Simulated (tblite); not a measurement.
C6H10F3P.
Atom-mapped SMILES: `[F:1][C:2]([F:3])([F:4])[C@@H:5]1[CH2:6][CH2:7][CH2:8][PH:9][CH2:10]1` (hydrogens: H11 on C5; H12, H13 on C6; H14, H15 on C7; H16, H17 on C8; H18 on P9; H19, H20 on C10)

Cartesian coordinates in Å at the GFN2-xTB level; atoms count from 1:
```xyz
20
C6H10F3P angstrom
F      2.7094   -1.5431    0.2791
C      2.3064   -0.2937   -0.0090
F      3.1356    0.5273    0.6558
F      2.5548   -0.1085   -1.3144
C      0.8448   -0.0603    0.3504
C     -0.0307   -1.0543   -0.4172
C     -1.4910   -0.9539    0.0119
C     -2.0996    0.4021   -0.3252
P     -1.2679    1.8396    0.5074
C      0.4814    1.3924    0.0498
H      0.7611   -0.2516    1.4271
H      0.3318   -2.0680   -0.2327
H      0.0544   -0.8536   -1.4879
H     -2.0615   -1.7366   -0.4934
H     -1.5648   -1.1337    1.0877
H     -3.1535    0.4247   -0.0369
H     -2.0550    0.5823   -1.4035
H     -1.2144    1.2347    1.7739
H      1.1483    2.0686    0.5925
H      0.6054    1.5963   -1.0184
```

Calculated harmonic vibrations of the isolated species, GFN2-xTB (tblite), most abundant isotopes, no scaling. The method is semi-empirical: single wavenumbers can be off by several per cent or more. Modes of hydrogen on phosphorus can be 10 to 20 % off. One conformer, not necessarily the lowest.

Harmonic wavenumbers (cm⁻¹): 57.2, 96.4, 149.9, 171.3, 227.5, 269.2, 317.7, 329.3, 359.4, 422.9, 457.7, 507.5, 511.0, 617.7, 676.4, 721.6, 750.9, 778.4, 813.0, 877.8, 896.6, 904.7, 941.0, 990.7, 1031.5, 1054.0, 1064.5, 1077.7, 1108.8, 1132.8, 1179.7, 1196.0, 1196.8, 1236.4, 1248.4, 1278.7, 1283.8, 1313.7, 1345.1, 1357.5, 1442.2, 1444.3, 1479.6, 1487.1, 2230.3, 2929.8, 2944.6, 2950.4, 2960.6, 2964.1, 2967.6, 2975.1, 2981.8, 2989.4.

A = 2076, B = 714.2, C = 607.4 MHz; mass 170.047 u (most abundant isotopes); point group C1, symmetry number 1.

**Question.** What is the zero-point energy?

**Answer.** Half the sum of the wavenumbers: 33349 cm⁻¹ = 398.94 kJ/mol.

**Question.** Entropy at 500 K, 1 bar (ideal gas, RRHO, classical rotation)?

**Answer.** Translation 183.66, rotation 133.04, vibration 202.81: S = 519.5 J/(mol K).

**Question.** And Cp and H(500 K) − H(0)?

**Answer.** Cp = 257.58 J/(mol K), of which vibrations give 224.32 (their classical limit is 54 R = 449.0); H(500 K) − H(0) = 72.03 kJ/mol without the zero-point energy, 55.40 from vibrations.

**Question.** How do the functions run with temperature in this model?

**Answer.** 
```
 T (K)  S (J/(mol K))  Cp (J/(mol K))  H − H(0) (kJ/mol)  G − H(0) (kJ/mol)  ln q(vib)
   150          323.1            95.4               9.17             -39.29       2.23
   250          382.9           143.6              21.08             -74.64       4.59
298.15          410.2           168.0              28.58             -93.73       5.79
   400          466.6           217.0              48.23            -138.40       8.42
   600          569.5           290.4              99.48            -242.20      13.73
   900          701.1           356.9             197.52            -433.44      21.48
```

q(vib) and H(0) count from the zero-point level.

**Question.** What must be added to the electronic energy to get the Gibbs energy at 500 K and 1 bar?

**Answer.** ZPE + [H(500 K) − H(0)] − T·S = 398.94 + 72.03 − 259.75 = 211.22 kJ/mol.

**Question.** Blend soft modes into free rotors: weight 1/[1 + (100 cm⁻¹/ν̃)⁴] for the oscillator and the rest for a rotor with moment μB/(μ + B), μ = h/(8π²ν), B = 10⁻⁴⁴ kg m². What vibrational entropy results?

**Answer.** 193.23 J/(mol K) in place of 202.81, which changes −T·S at 500 K by +4.79 kJ/mol.

**Question.** Which modes carry the vibrational entropy at 500 K?

**Answer.** 57.2 cm⁻¹: 23.33; 96.4 cm⁻¹: 19.00; 149.9 cm⁻¹: 15.37; 171.3 cm⁻¹: 14.28; 227.5 cm⁻¹: 11.98; 269.2 cm⁻¹: 10.64 J/(mol K); the other 48 give 108.20 together.

Hindered rotation and anharmonicity are outside this model. Other conformers, if any are populated, would add a mixing term that is left out. The structure is chiral; the term R ln 2 for an equal mix with its mirror image is left out.

Run on one thread, Arm Neoverse N1, shared host. This covers the Hessian and the dipole derivatives.
